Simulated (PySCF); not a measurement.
C₅H₅, SMILES C1[CH]C=CC=1, multiplicity 2.

Geometry optimised at PBE-D3(BJ)/def2-SVP. The isomer is the one that the SMILES or the coordinates give; other isomers of the formula were not compared.

Level of theory: PySCF 2.14.0 with PBE-D3(BJ)/def2-SVP.

No scaling factor is applied to the harmonic values.

```json
[
 {"mode": "1", "ν (cm⁻¹)": "53", "IR (km/mol)": "8.7", "moving atoms (share of kinetic energy)": "C 97 %"},
 {"mode": "2", "ν (cm⁻¹)": "478", "IR (km/mol)": "10.5", "moving atoms (share of kinetic energy)": "C 55 %, H 45 %"},
 {"mode": "3", "ν (cm⁻¹)": "500", "IR (km/mol)": "0.5", "moving atoms (share of kinetic energy)": "C 61 %, H 39 %"},
 {"mode": "4", "ν (cm⁻¹)": "661", "IR (km/mol)": "78.7", "moving atoms (share of kinetic energy)": "H 86 %, C 14 %"},
 {"mode": "5", "ν (cm⁻¹)": "699", "IR (km/mol)": "0.7", "moving atoms (share of kinetic energy)": "H 70 %, C 30 %"},
 {"mode": "6", "ν (cm⁻¹)": "802", "IR (km/mol)": "0.4", "moving atoms (share of kinetic energy)": "H 68 %, C 32 %"},
 {"mode": "7", "ν (cm⁻¹)": "810", "IR (km/mol)": "0.3", "moving atoms (share of kinetic energy)": "C 85 %, H 15 %"},
 {"mode": "8", "ν (cm⁻¹)": "870", "IR (km/mol)": "4.3", "moving atoms (share of kinetic energy)": "H 69 %, C 31 %"},
 {"mode": "9", "ν (cm⁻¹)": "879", "IR (km/mol)": "0.1", "moving atoms (share of kinetic energy)": "H 69 %, C 31 %"},
 {"mode": "10", "ν (cm⁻¹)": "900", "IR (km/mol)": "5.5", "moving atoms (share of kinetic energy)": "C 53 %, H 47 %"},
 {"mode": "11", "ν (cm⁻¹)": "935", "IR (km/mol)": "1.6", "moving atoms (share of kinetic energy)": "H 57 %, C 43 %"},
 {"mode": "12", "ν (cm⁻¹)": "1028", "IR (km/mol)": "10.3", "moving atoms (share of kinetic energy)": "H 73 %, C 27 %"},
 {"mode": "13", "ν (cm⁻¹)": "1040", "IR (km/mol)": "7.8", "moving atoms (share of kinetic energy)": "H 78 %, C 22 %"},
 {"mode": "14", "ν (cm⁻¹)": "1116", "IR (km/mol)": "0.0", "moving atoms (share of kinetic energy)": "C 73 %, H 27 %"},
 {"mode": "15", "ν (cm⁻¹)": "1173", "IR (km/mol)": "1.4", "moving atoms (share of kinetic energy)": "H 58 %, C 42 %"},
 {"mode": "16", "ν (cm⁻¹)": "1238", "IR (km/mol)": "0.0", "moving atoms (share of kinetic energy)": "H 77 %, C 23 %"},
 {"mode": "17", "ν (cm⁻¹)": "1347", "IR (km/mol)": "29.3", "moving atoms (share of kinetic energy)": "C 57 %, H 43 %"},
 {"mode": "18", "ν (cm⁻¹)": "1463", "IR (km/mol)": "10.1", "moving atoms (share of kinetic energy)": "C 87 %, H 13 %"},
 {"mode": "19", "ν (cm⁻¹)": "1517", "IR (km/mol)": "1.9", "moving atoms (share of kinetic energy)": "C 83 %, H 17 %"},
 {"mode": "20", "ν (cm⁻¹)": "3141", "IR (km/mol)": "4.6", "moving atoms (share of kinetic energy)": "H 92 %, C 8 %"},
 {"mode": "21", "ν (cm⁻¹)": "3148", "IR (km/mol)": "1.9", "moving atoms (share of kinetic energy)": "H 92 %, C 8 %"},
 {"mode": "22", "ν (cm⁻¹)": "3161", "IR (km/mol)": "9.6", "moving atoms (share of kinetic energy)": "H 92 %, C 8 %"},
 {"mode": "23", "ν (cm⁻¹)": "3179", "IR (km/mol)": "4.1", "moving atoms (share of kinetic energy)": "H 91 %, C 9 %"},
 {"mode": "24", "ν (cm⁻¹)": "3185", "IR (km/mol)": "0.0", "moving atoms (share of kinetic energy)": "H 90 %, C 10 %"}
]
```
